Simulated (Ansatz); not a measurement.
Total energies of Na₂Te (the lowest singlet isomer of a short search) from Ansatz at PBE-D4/def2-TZVP, gas phase (1 Eh = 27.2114 eV = 2625.5 kJ/mol). The reference geometry is relaxed at r2SCAN-D4/def2-TZVP.

Cartesian coordinates in Å:
```
Na -1.5009 1.5927 -0.4746
Na 0.6773 -1.7472 1.2260
Te 0.8236 0.1544 -0.7514
```

| state | geometry | energy (Eh) |
| --- | --- | --- |
| charge 0 singlet | reference | -592.45149 |
| charge 1 doublet | reference | -592.23929 |
| charge 1 doublet | relaxed at r2SCAN-D4/def2-TZVP | -592.24485 |
| charge 0 triplet | relaxed at r2SCAN-D4/def2-TZVP | -592.40456 |
| charge 0 quintet | relaxed at r2SCAN-D4/def2-TZVP | -592.30113 |

In the def2 sets Te takes a core potential; there is no spin–orbit coupling.

Question: Work out the vertical ionisation energy to the doublet.

Answer: E(charge 1 doublet) − E(charge 0 singlet) = -592.23929 − (-592.45149) = 0.21220 Eh = 5.77 eV. For comparison, −ε of the highest occupied level is 3.27 eV at this level, 2.50 eV less.

Question: How much does the charge 1 doublet relax, and what is the adiabatic ionisation energy?

Answer: Relaxation: -592.23929 − (-592.24485) = 0.00556 Eh = 0.15 eV. Adiabatic ionisation energy: 0.20664 Eh = 5.62 eV, without zero-point energy. 

Question: Which of the charge 0 states is lowest, and how far above it are the others?

Answer: The singlet. triplet: -592.40456 − (-592.45149) = 0.04693 Eh = 123.2 kJ/mol; quintet: -592.30113 − (-592.45149) = 0.15036 Eh = 394.8 kJ/mol. The quintet has fallen apart, so its energy is that of loose fragments and no spin gap. The triplet differs in its bonds from the reference. The quintet differs in its bonds from the reference.

The structure comes from a short search, and lower isomers may exist.
